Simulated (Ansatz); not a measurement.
A nudged elastic band was laid between two geometries of C$_{4}$H$_{7}$I (12 atoms, charge 0, multiplicity 1).

Method: RKS BLYP-D4/def2-SVP (Ansatz).

* movable images: 7
* climbing image: yes
* spring: 5.0 eV/Å²
* optimiser: quadratic models (default)
* start path: IDPP
* force threshold: 0.5 eV/Å
* iteration limit: 60
* end points: relaxed

Initial state:

```xyz
12
Properties=species:S:1:pos:R:3
C -1.629 -0.321 0.354
C -0.474 0.600 0.673
C 0.767 0.526 0.151
C 1.319 -0.453 -0.848
I 2.231 1.997 0.799
H -2.484 0.255 -0.064
H -1.369 -1.117 -0.368
H -2.005 -0.810 1.280
H -0.692 1.398 1.399
H 1.681 0.066 -1.759
H 0.548 -1.188 -1.153
H 2.184 -1.009 -0.431
```

Final state:

```xyz
12
Properties=species:S:1:pos:R:3
C -1.330 0.885 1.186
C -0.652 -0.047 0.223
C 0.607 -0.032 -0.255
C 1.203 -1.020 -1.221
I 2.013 1.512 0.355
H -1.651 0.340 2.101
H -0.669 1.718 1.494
H -2.251 1.314 0.737
H -1.274 -0.881 -0.158
H 1.563 -0.521 -2.145
H 0.444 -1.777 -1.505
H 2.075 -1.546 -0.778
```

Question: What changes between the two ends?

Answer: No bond is made or broken. The dihedral C1–C2–C3–I5 goes from 180 to 0°.

Question: Give the energies along the band, and the barrier.

Answer: The run converged. The highest image is number 4 of 0 to 8, 59.1 kcal/mol above the first end and 60.6 kcal/mol above the last; the last end lies 1.5 kcal/mol below the first. The threshold of 0.5 eV/Å is loose, so the images may lie well off the minimum-energy path. Neighbouring images differ by up to 1.9 eV, so the band resolves the path poorly. The order of the stationary point at the top wasn't checked.

| image | path coordinate (Å) | energy (kcal/mol) | dihedral C1–C2–C3–I5 (°) |
| --- | --- | --- | --- |
| 0 | 0.00 | 0.0 | 180 |
| 1 | 0.83 | 4.3 | 158 |
| 2 | 1.66 | 18.0 | 130 |
| 3 | 2.49 | 40.0 | 102 |
| 4 | 3.32 | 59.1 | 75 |
| 5 | 4.79 | 16.0 | 39 |
| 6 | 6.26 | 1.6 | 6 |
| 7 | 7.73 | -0.8 | 0 |
| 8 | 9.21 | -1.5 | 0 |

Question: What is the geometry of the highest image?

Answer: 
```xyz
12
Properties=species:S:1:pos:R:3
C -1.866 0.118 0.050
C -0.518 0.169 0.763
C 0.640 0.181 0.097
C 1.697 -0.773 -0.257
I 1.388 2.431 -1.123
H -2.150 1.129 -0.322
H -1.841 -0.575 -0.811
H -2.640 -0.223 0.768
H -0.496 0.625 1.777
H 2.462 -0.351 -0.934
H 1.226 -1.692 -0.672
H 2.177 -1.094 0.698
```

Time of the run: 2.3 min on 2 threads of Intel(R) Xeon(R) Platinum 8488C (Sapphire Rapids), with other jobs on the host, peak memory 0.18 GiB.
